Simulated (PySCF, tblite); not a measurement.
Isomers of C6H10F2Si2, one GFN2-xTB conformer each. Single-point energies are computed at PBE0/pcSseg-1 (PySCF, gas phase, no added dispersion term), electronic only.

**Question.** Rank them by PBE0/pcSseg-1 energy, lowest first (kJ/mol).
A. `[CH:1]#[C:2][SiH2:3][Si@H:4]1[CH2:5][C@@H:6]([CH:7]([F:8])[F:9])[CH2:10]1` with C2–Si3–Si4–C5 124°, C5–C6–C7–F8 57°, Si3–Si4–C5–C6 103°, Si4–C5–C6–C7 -105°, C5–C6–C10–Si4 -12°, Si3–Si4–C10–C6 -104°
B. `[CH:1]#[C:2][C@@H:3]1[CH2:4][SiH2:5][C@@H:6]([F:7])[C@@H:8]1[SiH2:9][F:10]` with C6–C8–Si9–F10 -176°, C2–C3–C4–Si5 -82°, C3–C4–Si5–C6 -13°, C4–Si5–C6–F7 -135°, Si5–C6–C8–Si9 166°
C. `[CH:1]#[C:2][C@@H:3]1[CH2:4][SiH2:5][C@H:6]([F:7])[C@@H:8]([F:9])[SiH2:10]1` with C2–C3–C4–Si5 175°, C3–C4–Si5–C6 56°, C4–Si5–C6–F7 63°, Si5–C6–C8–F9 -59°

**Answer.** B (0.0), A (125.9), C (152.8).

As drawn, the lowest has an Si–F bond, which the highest lacks. GFN2-xTB itself gives, in the same order: 0.0, 257.5, 203.9. Both levels put the same isomer lowest; measured from each level's own lowest isomer, the values differ by up to 131.6 kJ/mol (C#C[SiH2][Si@H]1C[C@@H](C(F)F)C1: 257.5 against 125.9).

**Question.** Which frontier levels, dipoles and rotational constants go with these structures?

**Answer.** 
```
                                   SMILES  HOMO (eV, PBE0/pcSseg-1)  LUMO (eV)  dipole (D)       A, B, C (MHz)
 C#C[C@@H]1C[SiH2][C@@H](F)[C@@H]1[SiH2]F                     -7.88      -0.08        1.98  1260, 780.1, 593.9
         C#C[SiH2][Si@H]1C[C@@H](C(F)F)C1                     -7.67      -0.69        2.08  2145, 489.1, 441.5
C#C[C@@H]1C[SiH2][C@H](F)[C@@H](F)[SiH2]1                     -7.48       0.45        0.34  1412, 732.4, 629.8
```

**Question.** What happens when harmonic zero-point energies from GFN2-xTB frequencies are added?

**Answer.** 
```csv
SMILES,ZPE (kJ/mol),electronic (kJ/mol),with ZPE (kJ/mol)
C#C[C@@H]1C[SiH2][C@@H](F)[C@@H]1[SiH2]F,357.3,0.0,0.0
C#C[SiH2][Si@H]1C[C@@H](C(F)F)C1,359.6,125.9,128.2
C#C[C@@H]1C[SiH2][C@H](F)[C@@H](F)[SiH2]1,354.2,152.8,149.7
```

The zero-point energies span 5.4 kJ/mol. The order is unchanged.
